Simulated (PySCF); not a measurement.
## Lu2O3 at several levels of theory

Computed with PySCF 2.14.0 (density fitting, no spin-orbit coupling) at the geometry relaxed with BP86:

```xyz
5
Lu2O3 (singlet in the valence; each metal's 4f electrons, 14 of them, lie in its core potential, out of spins and levels)
Lu    0.0000    0.0000    1.3409
Lu    0.0000    0.0000   -1.3409
O     1.5425    0.0000    0.0000
O    -0.7713    1.3359    0.0000
O    -0.7713   -1.3359    0.0000
```

| level | basis | state | HOMO (eV) | gap (eV) | charge on Lu1 (e) | population of f-type functions on Lu1 (polarisation alone where 4f lies in the core) | dipole about the centre of mass (D) | largest force component (eV/Å) |
| --- | --- | --- | --- | --- | --- | --- | --- | --- |
| BP86 | Lu lcecp-1-SVP with ECP60, O def2-SVP | singlet | -4.12 | 1.88 | 0.76 | 0.07 | 0.00 | 0.02 |
| BLYP | the same | singlet | -3.91 | 1.61 | 0.75 | 0.07 | 0.00 | 0.65 |
| PBE | the same | singlet | -4.01 | 1.78 | 0.76 | 0.07 | 0.00 | 0.05 |
| revPBE | the same | singlet | -3.91 | 1.75 | 0.78 | 0.07 | 0.00 | 0.22 |
| BP86 | Lu lcecp-1-TZVP with ECP60, O def2-TZVP | singlet | -4.20 | 1.96 | 1.12 | 0.07 | 0.00 | 0.08 |

In the lcecp rows the 4f levels are missing from HOMO and gap, and the state counts the valence alone.

Charges are Mulliken's, which hang on the basis. The relaxation used the grid (50, 194), these runs (75, 302) or, all-electron (x2c bases, spin-free X2C Hamiltonian), (99, 590).

Problem. What does HF with Lu lcecp-1-SVP with ECP60, O def2-SVP give here?

Solution. state singlet, HOMO (eV) -8.58, gap (eV) 8.58, charge on Lu1 (e) 1.33, population of f-type functions on Lu1 (polarisation alone where 4f lies in the core) 0.08, dipole about the centre of mass (D) 0.00, largest force component (eV/Å) 0.09. Time: 5.2 s on 2 threads of Arm Neoverse V2, on a shared host, from an already converged density.

In the first row's basis the gap widens with exact exchange: 1.6 to 1.9 eV for BLYP, revPBE, PBE, BP86 (none); 8.6 eV for Hartree–Fock (rising or full at long range).

An lcecp potential fixes the number of 4f electrons, so in runs with it no electron can move into or out of that shell.
